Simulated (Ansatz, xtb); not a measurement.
Relaxing a trial structure of CHFSSe

The starting geometry of this gas-phase singlet has its atoms placed at random.

```xyz
5

C     0.3784   -0.6298   -0.8085
F    -1.1017   -0.9271    0.0373
S    -0.5023    1.2556    1.2945
Se   -0.4015   -0.6089    1.7831
H     0.1917   -1.5034   -0.5041
```

One run relaxed it with r2SCAN-D4/def2-SVP. What is a likely outcome?

It ends as `FC=[Se]=S`. Distances that change by over a tenth: C1–H5 (0.94 → 1.10 Å). Contacts that open: F2–Se4 (1.91 → 2.71 Å). Contacts that close: C1–F2 (1.73 → 1.32 Å), C1–Se4 (2.71 → 1.80 Å).

The energy falls by 7.43 eV over 16 steps:

```
step  E − E(last) (eV)
   1             7.433
   3             4.070
   4             3.555
   6             2.932
   8             1.769
   9             1.174
  11             0.325
  13             0.066
  14             0.012
  16             0.000
```

Final geometry (Å):

```xyz
5

C    -0.3837   -0.9951   -0.0892
F    -1.1292   -1.9545   -0.6044
S     0.4728    1.3882    1.7654
Se   -1.0071    0.0090    1.2661
H     0.6118   -0.8612   -0.5358
```

From the same start GFN2-xTB reaches the same bonding as this run.

From so rough a start the end depends on the optimiser's path, so another program may land elsewhere. The end wasn't checked by frequencies. Run with Ansatz 0.2.0, 58 s on 1 thread of Arm Neoverse V2, with other jobs on the host.
